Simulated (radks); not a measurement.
Values are calculated unless marked as measured or tabulated.
Ionisation ladder of cadmium, from Cd44+ to Cd47+. Each ion is in the ground configuration listed by NIST, and IE = E(next ion) - E(this ion), with E = 0 for the bare nucleus. Code: a radial shooting solver on a logarithmic mesh with Libxc functionals. Model: scalar-relativistic Kohn-Sham, PBE, spin-unpolarised, spherical densities, point nucleus.

| species | configuration | IE, Delta-SCF (eV) | <r> HOMO (bohr) |
|---|---|---|---|
| Cd44+ | [He] 2s2 | 7434.1 | 0.124 |
| Cd45+ | [He] 2s1 | ? | 0.123 |
| Cd46+ | [He] | 31585 | 0.0302 |
| Cd47+ | 1s1 | ? | 0.0300 |

Estimate the withheld Delta-SCF values.

Answer. Cd45+: 7608.5 eV (NIST 7608.0); Cd47+: 32295 eV (NIST 32341.6).

Beside tabulated values, note that spin-unpolarised runs miss the spin-polarisation part of the exchange energy of open shells.
